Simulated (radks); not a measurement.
The numbers below are computed, except where a source is named.
Task: The mean radii <r> (bohr) of the occupied orbitals of an atom or ion are listed with their occupations. Level of theory: Dirac Kohn-Sham, PBE, spin-unpolarised, spherical densities, point nucleus (a radial shooting solver on a logarithmic mesh with Libxc functionals).

| orbital | occ. | <r> |
|---|---|---|
| 1s1/2 | 2 | 0.03111 |
| 2s1/2 | 2 | 0.1345 |
| 2p1/2 | 2 | 0.1141 |
| 2p3/2 | 4 | 0.1192 |
| 3s1/2 | 2 | 0.3683 |
| 3p1/2 | 2 | 0.3600 |
| 3p3/2 | 4 | 0.3709 |
| 3d3/2 | 4 | 0.3437 |
| 3d5/2 | 6 | 0.3472 |
| 4s1/2 | 2 | 0.9097 |
| 4p1/2 | 2 | 0.9748 |
| 4p3/2 | 4 | 1.006 |
| 4d3/2 | 3.6 | 1.324 |
| 4d5/2 | 5.4 | 1.342 |
| 5s1/2 | 1 | 2.746 |
| 6s1/2 | 1 | 8.252 |

Name the element and its charge. Open shells, if any, are shared by 2j + 1.

Result: Z = 47, silver, charge 0: Ag in [Kr] 4d9 5s1 6s1. The 1s radius gives Z: for a bare nucleus <r> = (2 gamma + 1)/(2Z) with gamma = sqrt(1 - (Z/c)^2), 0.03062 bohr for Z = 47, and screening makes it slightly larger (0.03111 here). The occupations add up to 47, and the charge is Z minus that.
